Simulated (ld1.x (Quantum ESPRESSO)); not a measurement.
# Reading a pseudo-wave (oxygen (O))

Columns: radius, all-electron u(r) and pseudo u(r) of the 2p shell (level -16.29 eV) of oxygen in the configuration [He] 2s2 2p3.5; PBE, non-relativistic, TM scheme, ld1.x (Quantum ESPRESSO) 7.5.

| r (bohr) | all-electron | pseudo |
| --- | --- | --- |
| 0.053 | 0.0363 | 0.0173 |
| 0.105 | 0.1172 | 0.0663 |
| 0.158 | 0.2196 | 0.1444 |
| 0.210 | 0.3247 | 0.2418 |
| 0.262 | 0.4258 | 0.3513 |
| 0.315 | 0.5198 | 0.4659 |
| 0.368 | 0.6024 | 0.5746 |
| 0.420 | 0.6719 | 0.6683 |
| 0.473 | 0.7310 | 0.7463 |
| 0.525 | 0.7781 | 0.8040 |
| 0.578 | 0.8156 | 0.8444 |
| 0.630 | 0.8428 | 0.8688 |
| 0.683 | 0.8617 | 0.8817 |
| 0.735 | 0.8727 | 0.8858 |
| 0.788 | 0.8772 | 0.8843 |
| 0.840 | 0.8760 | 0.8791 |
| 0.893 | 0.8699 | 0.8708 |
| 0.945 | 0.8599 | 0.8601 |
| 0.998 | 0.8464 | 0.8464 |
| 1.050 | 0.8304 | 0.8304 |
| 1.102 | 0.8123 | 0.8123 |
| 1.155 | 0.7921 | 0.7921 |
| 1.208 | 0.7706 | 0.7706 |
| 1.260 | 0.7485 | 0.7485 |
| 1.313 | 0.7253 | 0.7253 |
| 1.365 | 0.7021 | 0.7021 |

Question: How many radial nodes do the two functions have?

Answer: The all-electron 2p function has n − l − 1 = 0; the pseudo-wave has 0.

Question: At about which radius was the pseudo-wave matched?

Answer: 1.05 bohr. The columns agree to 0.0005 from 0.94 bohr on; several derivatives are matched, so the curves merge somewhat inside the radius.

Question: Is the pseudo-wave norm-conserving?

Answer: Yes: the TM scheme keeps the norm inside the radius equal to the all-electron one, which fixes the energy derivative of the logarithmic derivative at the level.
